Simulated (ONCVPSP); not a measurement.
u(r) = r·R(r): atom against pseudo-atom (Si)

Columns: radius, all-electron u(r) and pseudo u(r) of the 3p shell (level -4.65 eV) of silicon in the configuration [Ne] 3s1 3p3; PBEsol, scalar-relativistic, ONCV scheme, ONCVPSP 4.0.1.

```json
{"r (bohr)": "0.095", "all-electron": "-0.0979", "pseudo": "0.0034"}
{"r (bohr)": "0.190", "all-electron": "-0.2133", "pseudo": "0.0135"}
{"r (bohr)": "0.285", "all-electron": "-0.2652", "pseudo": "0.0303"}
{"r (bohr)": "0.380", "all-electron": "-0.2569", "pseudo": "0.0536"}
{"r (bohr)": "0.475", "all-electron": "-0.2070", "pseudo": "0.0828"}
{"r (bohr)": "0.570", "all-electron": "-0.1330", "pseudo": "0.1174"}
{"r (bohr)": "0.665", "all-electron": "-0.0473", "pseudo": "0.1564"}
{"r (bohr)": "0.760", "all-electron": "0.0418", "pseudo": "0.1989"}
{"r (bohr)": "0.855", "all-electron": "0.1289", "pseudo": "0.2438"}
{"r (bohr)": "0.950", "all-electron": "0.2107", "pseudo": "0.2903"}
{"r (bohr)": "1.045", "all-electron": "0.2856", "pseudo": "0.3375"}
{"r (bohr)": "1.140", "all-electron": "0.3526", "pseudo": "0.3842"}
{"r (bohr)": "1.235", "all-electron": "0.4117", "pseudo": "0.4294"}
{"r (bohr)": "1.330", "all-electron": "0.4631", "pseudo": "0.4720"}
{"r (bohr)": "1.425", "all-electron": "0.5068", "pseudo": "0.5107"}
{"r (bohr)": "1.520", "all-electron": "0.5432", "pseudo": "0.5446"}
{"r (bohr)": "1.615", "all-electron": "0.5727", "pseudo": "0.5731"}
{"r (bohr)": "1.710", "all-electron": "0.5957", "pseudo": "0.5958"}
{"r (bohr)": "1.805", "all-electron": "0.6129", "pseudo": "0.6129"}
{"r (bohr)": "1.900", "all-electron": "0.6248", "pseudo": "0.6248"}
{"r (bohr)": "1.995", "all-electron": "0.6320", "pseudo": "0.6320"}
{"r (bohr)": "2.090", "all-electron": "0.6351", "pseudo": "0.6350"}
{"r (bohr)": "2.185", "all-electron": "0.6345", "pseudo": "0.6345"}
{"r (bohr)": "2.280", "all-electron": "0.6307", "pseudo": "0.6307"}
{"r (bohr)": "2.375", "all-electron": "0.6243", "pseudo": "0.6243"}
{"r (bohr)": "2.470", "all-electron": "0.6155", "pseudo": "0.6155"}
```

Question: How many radial nodes do the two functions have?

Answer: The all-electron 3p function has n − l − 1 = 1; the pseudo-wave has 0, since the states of the same l below it are removed with the core.

Question: At about which radius was the pseudo-wave matched?

Answer: 1.90 bohr. The columns agree to 0.0005 from 1.61 bohr on; several derivatives are matched, so the curves merge somewhat inside the radius.

Question: Where does each function peak?

Answer: Outermost all-electron maximum near 2.09 bohr, pseudo maximum near 2.09 bohr (to the table’s step).

Question: Is the pseudo-wave norm-conserving?

Answer: Yes: the ONCV scheme keeps the norm inside the radius equal to the all-electron one, which fixes the energy derivative of the logarithmic derivative at the level.
